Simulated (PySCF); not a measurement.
PySCF 2.14 output of an unrestricted LDA calculation on a single atom or ion in aug-cc-pVTZ with one added diffuse shell each of s, p, d, f type (6s5p4d3f, 62 functions), with no relativity, point nucleus:

```
SCF conv_tol = 1e-09
number electrons alpha = 4  beta = 2
    P. A. M. Dirac.,  Math. Proc. Cambridge Philos. Soc. 26, 376 (1930)
    F. Bloch.,  Z. Phys. 57, 545 (1929)
    S. H. Vosko, L. Wilk, and M. Nusair.,  Can. J. Phys. 58, 1200 (1980)
cycle= 1 E= -24.3753592286287  delta_E= -0.0021  |g|= 0.0321  |ddm|= 1.27
cycle= 2 E= -24.3690968820863  delta_E= 0.00626  |g|= 0.0858  |ddm|= 1.35
cycle= 3 E= -24.3294038636801  delta_E= 0.0397  |g|= 0.153  |ddm|= 1.45
cycle= 4 E= -24.382519777083  delta_E= -0.0531  |g|= 0.0243  |ddm|= 1.14
cycle= 5 E= -24.3817340624751  delta_E= 0.000786  |g|= 0.035  |ddm|= 0.447
cycle= 6 E= -24.3820657633265  delta_E= -0.000332  |g|= 0.0327  |ddm|= 0.0168
cycle= 7 E= -24.3826296233495  delta_E= -0.000564  |g|= 0.0287  |ddm|= 0.026
cycle= 8 E= -24.3840604888068  delta_E= -0.00143  |g|= 0.0141  |ddm|= 0.0887
cycle= 9 E= -24.384510264338  delta_E= -0.00045  |g|= 0.00202  |ddm|= 0.0994
cycle= 10 E= -24.3845189395401  delta_E= -8.68e-06  |g|= 0.000508  |ddm|= 0.0168
cycle= 11 E= -24.3845195783155  delta_E= -6.39e-07  |g|= 1.07e-05  |ddm|= 0.00336
cycle= 12 E= -24.3845195786121  delta_E= -2.97e-10  |g|= 9.02e-07  |ddm|= 0.000107
converged SCF energy = -24.3845195786121  <S^2> = 2.002306  2S+1 = 3.0015369
```

The run itself started from symmetry-adapted Hartree-Fock orbitals and held the occupation by maximum overlap, on a logarithmic radial grid, so the iterations belong to that start.

**Question.** Which element, charge and spin multiplicity is this?

**Answer.** B⁻ (boron, charge -1), multiplicity 3; the state was [He] 2s2 2p2, high-spin 3P determinant.

At LDA the highest occupied level has a positive energy, so only the finite basis holds that electron; in a semilocal or global hybrid functional this comes from self-interaction and does not mean that the real anion is unbound.
